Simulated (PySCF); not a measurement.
# Frontier levels across methods

Species: C5H6F2.
Numbering: `[CH2:1]=[CH:2][C:3](=[CH2:4])[CH:5]([F:6])[F:7]` (hydrogens: H8, H9 on C1; H10 on C2; H11, H12 on C4; H13 on C5)

Cartesian coordinates in Å at the PBE0-D3(BJ)/def2-SVP level; atoms count from 1:
```xyz
13
C5H6F2 angstrom
C      1.4922    0.7415    0.1469
C      0.8053   -0.3546    0.4961
C     -0.6498   -0.5043    0.5260
C     -1.2392   -1.6211    0.9772
C     -1.4915    0.6179   -0.0242
F     -2.8085    0.3393    0.0651
F     -1.2718    1.7635    0.6665
H      1.0006    1.6767   -0.1300
H      2.5847    0.7368    0.1502
H      1.3606   -1.2507    0.7946
H     -0.6410   -2.4538    1.3558
H     -2.3251   -1.7254    0.9798
H     -1.2559    0.8172   -1.0858
```

Basis pcSseg-1 throughout (PySCF), one geometry. Geometry: PBE0-D3(BJ)/def2-SVP, one conformer, isolated molecule.

Q: How do the orbital energies, the gap and the dipole change with the method?

A: 
```csv
method,kind,HOMO (eV),LUMO (eV),gap (eV),μ (D),SCF cycles
BLYP,GGA,-6.03,-2.05,3.98,1.86,15
B97-D,GGA,-6.13,-2.11,4.02,1.90,16
KT2,GGA,-6.20,-2.18,4.02,1.89,17
PBE,GGA,-6.22,-2.21,4.00,1.85,16
B3LYP,global hybrid,-7.01,-1.48,5.53,2.01,14
PBE0,global hybrid,-7.23,-1.29,5.94,2.03,14
BHandHLYP,global hybrid,-8.06,-0.19,7.87,2.19,13
LC-wPBE,range-separated hybrid,-9.81,0.93,10.75,2.05,14
```

The HOMO spans 3.78 eV, from BLYP down to LC-wPBE, and the gap runs from 3.98 eV (BLYP) to 10.75 eV (LC-wPBE). Over the methods BLYP (0 %), B97-D (0 %), KT2 (0 %), PBE (0 %), B3LYP (20 %), PBE0 (25 %), BHandHLYP (50 %), a straight line through the gap against the share of exact exchange rises by 0.77 eV for each 10 % (correlation coefficient 1.000). The dipole ranges from 1.85 D (PBE) to 2.19 D (BHandHLYP). This basis has no diffuse functions.

The vertical ΔSCF ionisation energy at wB97X-D/def2-SVPD is 9.28 eV; −ε(HOMO) comes closest to it with LC-wPBE (9.81 eV).
